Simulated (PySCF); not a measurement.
Compound: Se(OH)F5.
Geometry (PBE0-D3(BJ)/def2-SVP, Å), atoms numbered from 1 in this order:
```xyz
8
F5HOSe angstrom
Se     0.106   -0.091   -0.248
O      0.096   -0.101    1.486
H     -0.583    0.528    1.779
F      0.122   -0.087   -1.958
F      1.812   -0.095   -0.258
F     -1.616   -0.074   -0.310
F      0.098    1.631   -0.292
F      0.103   -1.797   -0.283
```

Level of theory: PySCF 2.14.0, density-fitted response routines, TDDFT B3LYP/def2-SVPD, vertical, gas phase, core orbitals frozen in the response. The B3LYP/def2-SVPD calculation is non-relativistic and has no spin–orbit coupling, an omission that weighs most on selenium.

A / s⁻¹ = 0.6670 f (ν̃ / cm⁻¹)² and τ = 1/A in vacuum; |μ| follows from f = (2/3) ΔE |μ|² (atomic units, 1 au = 2.5417 D); ∫σ dE = 109.76 f Mb·eV.

These lifetimes count emission to the ground state at the vertical energy alone; relaxation of the geometry and all other decay channels are left out.

Energies and rates of the computed singlets with f of 0.002 or more:

```
state  ν̃ (cm⁻¹)   A (s⁻¹)
   S1      44290  4.65×10⁶
   S3      53770  1.58×10⁷
   S4      56470  1.46×10⁷
   S5      58810  1.16×10⁸
   S7      61520  8.80×10⁷
   S8      61620  8.52×10⁷
   S9      64540  1.01×10⁸
```

Problem. Go back from the rates to the oscillator strengths and transition dipoles.

Solution. f = A / (0.6670 ν̃²), and |μ| follows from f:

| state | f | \|μ\| (D) | τ | main configurations (H = HOMO, L = LUMO) |
| --- | --- | --- | --- | --- |
| S1 | 0.0036 | 0.41 | 220 ns | H→L (99%) |
| S3 | 0.0082 | 0.57 | 63 ns | H-1→L (82%), H-4→L (13%) |
| S4 | 0.0069 | 0.51 | 68 ns | H-3→L (76%), H-4→L (21%) |
| S5 | 0.050 | 1.35 | 8.7 ns | H-4→L (59%), H-3→L (16%), H-1→L (15%) |
| S7 | 0.035 | 1.10 | 11 ns | H-6→L (49%), H-7→L (26%), H-5→L (18%) |
| S8 | 0.034 | 1.08 | 12 ns | H-7→L (65%), H-6→L (21%) |
| S9 | 0.036 | 1.09 | 9.9 ns | H-8→L (86%), H-9→L (9%) |

Problem. What is the integrated cross-section of all computed states together?

Solution. Σf = 0.175 over S1 to S10, so 109.76 × Σf ≈ 19.2 Mb·eV.

Problem. Suppose S1 emitted 0.3 eV lower with the same transition dipole. How would A change?

Solution. At fixed |μ|, A goes as the cube of the energy: (5.19/5.49)³ = 0.84, which makes τ about 250 ns.

Problem. How much energy does a mole of photons resonant with S5 carry?

Solution. 7.291 eV × 96.485 = 703 kJ/mol (168 kcal/mol).

Hardware: an Arm Neoverse V1 with one thread, no GPU, shared host. Cost: 34 s wall (grids of density and orbitals included), 0.82 GiB resident at most.
